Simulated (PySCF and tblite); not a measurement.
**Conformers and averaged properties: C5H7NO2, numbered as in [N:1]#[C:2][CH:3]1[O:4][CH2:5][CH2:6][CH2:7][O:8]1**

The ensemble was built from 90 distance-geometry starts (ETKDG and KDG, MMFF94s, GFN2-xTB) and rests on PBE0-D3(BJ)/def2-SVP geometries. Weights use PBE0-D3(BJ)/def2-TZVP energies plus GFN2-xTB zero-point and thermal terms (modes under about 100 cm⁻¹ blended into free rotors). Symmetry numbers and mirror images are counted. Conformers within 4 kcal/mol (GFN2-xTB free energy) were kept, 7 at most. GIAO shieldings: PBE0/pcSseg-1. Couplings: B3LYP/pcSseg-1 with pcJ-1 on H (gas phase; spin-dipole term only for pairs with B, N, F, Si or P). Couplings are for ¹H. Shifts are against TMS (¹H), TMS (¹³C), NH3 (¹⁵N) at the same level; of two unlike H on one atom, a is the less shielded. (PySCF 2.14, tblite 0.8.)

The 6-ring runs over atoms 3–4–5–6–7–8. Of a mirror pair one member is shown.

```
conformer                                                        shape   symmetry  E(GFN2) kcal/mol  E(DFT) kcal/mol  G(298.15 K) kcal/mol  weight %  dipole D
        1                                      6-ring chair (C2 axial)         Cs              0.00             0.00                  0.00      98.0      3.53
        2                   6-ring chair (all substituents equatorial)         Cs              1.85             2.50                  2.33       1.9      5.88
        3  6-ring twist-boat (ring torsions -67, 34, 27, -67, 38, 30°)  C1 (pair)              4.44             6.06                  5.08       0.0      4.65
```

Weights (%) against temperature:

| T (K) | 1 | 2 | 3 | S(mix) cal/mol/K |
| --- | --- | --- | --- | --- |
| 200 | 99.7 | 0.3 | 0.0 | 0.04 |
| 250 | 99.1 | 0.9 | 0.0 | 0.10 |
| 298.15 | 98.0 | 1.9 | 0.0 | 0.19 |
| 350 | 96.5 | 3.4 | 0.1 | 0.31 |
| 400 | 94.7 | 5.1 | 0.2 | 0.43 |

Averaged shifts at 298.15 K. ¹H: 5.24 (H3, 1H), 4.01 (H5a/H7a, 2H), 3.82 (H5b/H7b, 2H), 2.08 (H6a, 1H), 0.96 (H6b, 1H) ppm. ¹³C: 118.6 (C2), 87.9 (C3), 63.2 (C5/C7), 27.1 (C6) ppm. ¹⁵N: 314.7 (N1) ppm.

Averaged couplings (Hz): ⁴J(H3,H5a) -1.3, ⁵J(H3,H6b) 0.8, ²J(H5b,H5a) -13.5, ³J(H5b,H6b) 1.8, ³J(H5b,H6a) 5.6, ⁴J(H5b,H7a) -0.8, ⁴J(H5b,H7b) 1.7, ³J(H5a,H6b) 2.9, ³J(H5a,H6a) 13.4, ²J(H6b,H6a) -14.7.

Coordinates of conformer 1 (Å):

```xyz
15

N     2.836    0.844    0.837
C     2.090    0.314    0.129
C     1.130   -0.375   -0.793
O     0.510   -1.428   -0.145
C    -0.375   -1.005    0.879
C    -1.389   -0.021    0.321
C    -0.647    1.091   -0.402
O     0.254    0.540   -1.349
H     1.711   -0.807   -1.622
H    -0.850   -1.915    1.269
H     0.203   -0.543    1.704
H    -2.014    0.391    1.128
H    -2.048   -0.542   -0.391
H    -0.091    1.722    0.319
H    -1.325    1.743   -0.969
```

Unscaled ¹⁵N shifts at such levels can be off by tens of ppm; differences between conformers or isomers are more reliable. Shifts are unscaled: against experiment ¹³C can be off by 15 ppm or more and ¹H by 0.8 ppm.

Search and properties took 2.9 min on 1 thread of Arm Neoverse V2 (shared host) (rough), launched as `OMP_NUM_THREADS=1 python ens_run.py task.json out`.


¹⁵N shifts are against a computed isolated NH3 molecule, about 20 ppm from the liquid.